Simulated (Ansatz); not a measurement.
A trace of molecular dynamics of BH$_{3}$NPS (7 atoms, charge 0, multiplicity 1).

These are results of RKS PBE-D4/6-31G* in Ansatz, not measurements.

```yaml
ensemble: NVE (velocity Verlet)
starting_velocities_drawn_for: 300 K
seed: 10817
```

```tsv
time (fs)	T (K)	potential energy less start (eV)	conserved less start (meV/atom)
0.0	300	0.000	0.00
4.0	207	0.061	0.12
8.0	351	-0.032	0.15
12.0	1241	-0.607	0.16
16.0	2414	-1.364	0.27
20.0	2447	-1.389	-0.18
24.0	1249	-0.612	0.14
28.0	1875	-1.021	-0.45
32.0	1060	-0.490	0.13
36.0	1351	-0.679	0.08
40.0	1275	-0.629	0.21
44.0	2309	-1.303	-0.67
48.0	2323	-1.312	-0.69
52.0	1096	-0.513	0.25
56.0	1749	-0.938	-0.22
60.0	1098	-0.509	0.88
64.0	1779	-0.956	-0.04
68.0	1356	-0.681	0.13
72.0	2369	-1.342	-0.66
76.0	1906	-1.041	-0.45
80.0	1060	-0.490	0.18
84.0	1370	-0.691	0.12
88.0	1574	-0.822	0.11
92.0	2336	-1.319	-0.53
96.0	1059	-0.489	0.17
100.0	1062	-0.492	0.09
```

Question: Can this run be trusted? Judge the integration.

Answer: The conserved energy stayed within 1 meV per atom of its start (net change 0.095 meV per atom), so the integration is sound. The system heated up, since it started high on the potential surface and ran downhill. A run of 0.1 ps of so small a system gives no equilibrium averages. The orbitals stay closed-shell, which can raise the energy where a bond breaks towards radicals; this wasn't checked here. The time step was 0.5 fs.

The run took 6.8 min on 1 thread of Arm Neoverse V1 (shared host), peak memory 0.25 GiB.
